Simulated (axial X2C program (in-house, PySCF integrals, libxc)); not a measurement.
SeO: from the spin-free to the two-component result

All values were computed with an axial X2C code built on PySCF integrals. Spin-free means the one-electron spin-free X2C Hamiltonian; two-component (2c) means X2C with spin–orbit coupling and atomic mean-field two-electron Coulomb and Gaunt terms, so the difference of the two also holds small scalar two-electron terms. Basis: Se dyall-cv3z [8s9p6d4f1g], O dyall-av3z [7s6p3d2f] (cores contracted in-house); Gaussian nuclei, density fitting, unrestricted open shells. Masses: Se 79.917 u, O 15.995 u.

Spin-free state: M_S = 1, Λ = 0 (beyond evenly filled blocks: π+α, π-α); fragments Se + O.

```json
{"level": "PBE0", "Re (Å)": "1.631", "ωe (cm⁻¹)": "965.0", "De (eV)": "4.550", "μ (D)": "-2.19"}
```

Dipoles are positive if O is the positive end.

Two-component determinant lowest at the distance of the search:

Ω = 1 (⟨Sz⟩ = 1.00, ⟨Lz⟩ = 0.00 at PBE0); fragments Se + O.

| level | Re (Å) | ωe (cm⁻¹) | De (eV) | μ (D) |
| --- | --- | --- | --- | --- |
| PBE0 | 1.631 | 963.4 | 4.492 | -2.19 |

Task: From the two tables, how do the constants change at the PBE0 level (2c against spin-free)?

Result: At the PBE0 level Re doesn't move by more than 0.001 Å and ωe goes down by 1.6 cm⁻¹; De is not compared, since the atomic limits differ or miss part of their spin–orbit lowering.

The state is a single determinant with fixed occupations, the lowest that a limited PBE0 search found. De is counted from the lowest determinant-based energies of the atoms at the same level, without counterpoise correction. Density functionals use the spin component along the axis (collinear). A 2c atom that is not at its ground J level misses part of its spin–orbit lowering, and De is too large by that part (0.04 eV or less for light atoms). This holds for PBE0. Other states lie close and PBE0, whose exact exchange favours high spin, may order them wrongly; the determinant shown need not be the ground state. The nearest other spin-free determinant of the search, M_S = 0, Λ = 2, lies 0.84 eV up at the distance of the search. Without a current term, density functionals place determinants with orbital angular momentum somewhat too high. With several unpaired electrons one determinant need not be a pure state. Open-shell Ω = 0 determinants with evenly filled partner blocks cannot be reached by this program, so the Ω shown need not be the lowest component. This is the Ω = 1 component of a π² triplet; the 0⁺ component is not one determinant and can lie lowest.
